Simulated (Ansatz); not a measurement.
Tuning the range parameter of LC-ωPBE so that −HOMO meets the ionisation energy; basis def2-TZVP, Ansatz. System: ReO₃F. Total charge 0; singlet. Geometry: PBE0-D4/def2-SVP. The ionised state is a doublet.

Geometry of the singlet:

Cartesian coordinates in Å:
```
Re -0.0078 -0.0002 -0.0088
O -0.2316 1.5460 -0.6500
O 0.5296 -1.0135 -1.2484
O -1.5035 -0.5709 0.5291
F 1.2133 0.0387 1.3782
```

In the def2 sets Re takes a core potential; there is no spin–orbit coupling.

```json
{"ω (1/bohr)": "0.1", "HOMO (eV)": "-10.04", "LUMO (eV)": "-2.51", "vertical IE (eV)": "12.14", "HOMO + IE (eV)": "2.10"}
{"ω (1/bohr)": "0.2", "HOMO (eV)": "-11.25", "LUMO (eV)": "-1.59", "vertical IE (eV)": "12.33", "HOMO + IE (eV)": "1.08"}
{"ω (1/bohr)": "0.3", "HOMO (eV)": "-12.19", "LUMO (eV)": "-1.15", "vertical IE (eV)": "12.60", "HOMO + IE (eV)": "0.41"}
```

(1) Estimate the row for 0.15 bohr⁻¹.

(2) Where does the tuning condition hold?

Answers

(1) 
| ω (1/bohr) | HOMO (eV) | LUMO (eV) | vertical IE (eV) | HOMO + IE (eV) |
| --- | --- | --- | --- | --- |
| 0.15 | -10.68 | -1.98 | 12.22 | 1.53 |

(2) Not within the range that was run.
